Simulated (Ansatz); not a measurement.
Input file for Ansatz (a quantum-chemistry and plane-wave program): R-CCSD(T)/def2-TZVPP on H2OTe (SMILES O[TeH]), a point of a torsion scan. Elements past Kr take the def2 small-core potentials; no spin–orbit coupling. The run froze 10 orbitals, filled d shells among them.

Ansatz 0.2 input:
```yaml
crystal:
  periodic: [false, false, false]
  atoms:
    - {symbol: O, position_ang: [-1.07109717, 0.22405535, 0.26866041]}
    - {symbol: Te, position_ang: [0.80451124, 0.80456136, -0.14594022]}
    - {symbol: H, position_ang: [-1.36159204, -0.41547720, -0.37902582]}
    - {symbol: H, position_ang: [0.63041336, 0.58584455, -1.76924311]}
basis:
  gaussian:
    orbitals: def2-TZVPP
magnetization: {spin_polarized: false}
correlation: {method: ccsd_t, electrons: outside_noble_gas}
scf: {lower_state_search: off}
```

The log:

```
WARN ansatz: RAYON_NUM_THREADS=1 ignored (pool sized by the plan → 1); use --threads N
Functional definition: HF
these checks for a lower state are left out or cut short: stability, starts, cluster_reference, orbital_swaps, neighbouring_geometries, increment
integrals: 0.14 GiB planned
831 factors; integrals over basis functions are off by at most 1.1e-3 eV
mean field: 0.24 GiB planned
mean field evaluation 1: about -9332.1078 eV, gradient 3.4e1 eV
mean field evaluation 2: about -9332.2399 eV, gradient 3.4e1 eV
mean field evaluation 4: about -9334.4123 eV, gradient 2.5e0 eV
mean field evaluation 8: about -9334.4393 eV, gradient 2.2e-1 eV
mean field -9334.43961944 eV, -343.0343289041 hartree, gradient 4.1e-6 eV, S^2 0.000000; 0 other end points of the search recorded, 0 dependent functions left out
10 core orbitals not correlated
reference -9334.43961944 eV, -343.0343289041 hartree; 7, 7 occupied and 92, 92 virtual orbitals, 831 factors
second order -10.49595320 eV of doubles, -0.00000000 eV of singles
coupled cluster: 0.37 GiB planned
cycle   1  -10.62974919 eV  change   -1.3e-1 eV  update   8.2e-2
cycle   2  -10.92824370 eV  change   -3.0e-1 eV  update   2.7e-2
cycle   3  -11.00376835 eV  change   -7.6e-2 eV  update   1.4e-2
cycle   4  -10.99600019 eV  change    7.8e-3 eV  update   3.6e-3
cycle   5  -10.99690256 eV  change   -9.0e-4 eV  update   1.9e-3
cycle   6  -10.99744186 eV  change   -5.4e-4 eV  update   7.2e-4
cycle   7  -10.99712143 eV  change    3.2e-4 eV  update   3.8e-4
cycle   8  -10.99713891 eV  change   -1.7e-5 eV  update   1.7e-4
cycle   9  -10.99718927 eV  change   -5.0e-5 eV  update   9.7e-5
cycle  10  -10.99713323 eV  change    5.6e-5 eV  update   4.9e-5
cycle  11  -10.99716531 eV  change   -3.2e-5 eV  update   2.2e-5
cycle  12  -10.99716613 eV  change   -8.2e-7 eV  update   6.9e-6
perturbative correction -0.41766990 eV, -0.0153490857 hartree
Total energy: -9345.85445547 eV, -343.4538163909 hartree
Checks for a lower state left out: stability, starts, cluster_reference, orbital_swaps, neighbouring_geometries, increment
```

Self-consistency was reached.

Cost: about 6 core-seconds (a rough figure).
